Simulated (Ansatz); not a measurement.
Molecule: C$_{2}$H$_{9}$Si$_{2}$, net charge 0, doublet state. It need not be the lowest isomer of its formula. 
Geometry from a B3LYP-D3(BJ)/def2-TZVP (Ansatz, a first-principles code) optimisation:
```
Si
H 1 1.4877
C 1 1.8375 2 109.46
H 3 1.0842 1 122.79 2 -32.52
H 3 1.0849 4 114.52 1 174.30
C 1 1.8811 2 110.35 3 123.24
H 6 1.0914 1 110.94 2 60.10
H 6 1.0915 7 108.21 1 121.81
H 6 1.0918 7 107.94 8 116.81
Si 1 2.3579 2 107.37 3 -117.45
H 10 1.4842 1 110.99 2 60.21
H 10 1.4855 11 108.23 1 -120.88
H 10 1.4867 11 108.26 12 -116.81
```
Charge 0, spin multiplicity 2.

Total electronic energies in hartree. Cores are frozen in the correlated levels unless marked. UHF or UKS for open shells. Spin-orbit coupling is left out. Non-relativistic unless marked X2C. CBS(X,Y): correlation extrapolated as X^-3; Hartree-Fock from the larger set. [CCSD(T)-MP2]/basis is that difference in the basis named.

| level | program | energy (Eh) |
|---|---|---|
| HF/cc-pV(Q+d)Z | Ansatz | -658.88053 |
| BLYP-D3(BJ)/def2-TZVPD | Ansatz + dftd3 | -660.56331 |
| BLYP-D4/def2-TZVPD | Ansatz + dftd4 | -660.56217 |
| revPBE-D4/def2-TZVPD | Ansatz + dftd4 | -660.48934 |
| revPBE/def2-TZVPD | Ansatz | -660.46072 |
| B3LYP/def2-TZVPD | Ansatz | -660.65985 |
| PBE0/def2-SVP | Ansatz | -659.96744 |
| PBE0-D3(BJ)/def2-TZVP | Ansatz + dftd3 | -660.26780 |
| PBE0-D4/def2-TZVP | Ansatz + dftd4 | -660.26697 |
| r2SCANh-D4/def2-TZVPD | Ansatz + dftd4 | -660.50133 |
| r2SCAN0-D4/def2-TZVPD | Ansatz + dftd4 | -660.49525 |
| CAM-B3LYP-D3(BJ)/def2-TZVPD | Ansatz + dftd3 | -660.57524 |
| PBE-QIDH/def2-TZVPD | Ansatz | ? |
| RPA@PBE/cc-pV(Q+d)Z | Ansatz | -659.99058 |
| MP2/cc-pV(D+d)Z | Ansatz | -659.28551 |
| RI-MP2/aug-cc-pV(T+d)Z | Ansatz | -659.45671 |
| CCSD/6-31G | Ansatz | -658.98388 |
| CCSD/cc-pVTZ | Ansatz | -659.50950 |
| CCSD(T)/6-31G* | Ansatz | -659.24371 |
| X2C-CCSD(T)/cc-pVTZ-DK | Ansatz | -660.76548 |
| CCSD(T) with core electrons (1s frozen past Ne)/cc-pwCVTZ | Ansatz | -660.16042 |
| RI-MP2/CBS(cc-pV(T+d)Z,cc-pV(Q+d)Z)+[CCSD(T)-MP2]/cc-pV(T+d)Z | Ansatz | -659.6179 |
| CCSD(T)/CBS(cc-pV(T+d)Z,cc-pV(Q+d)Z) | Ansatz | -659.6095 |

**Question.** Some entries are withheld; supply them.

**Answer.** 
- PBE-QIDH/def2-TZVPD, energy (Eh): -660.06782
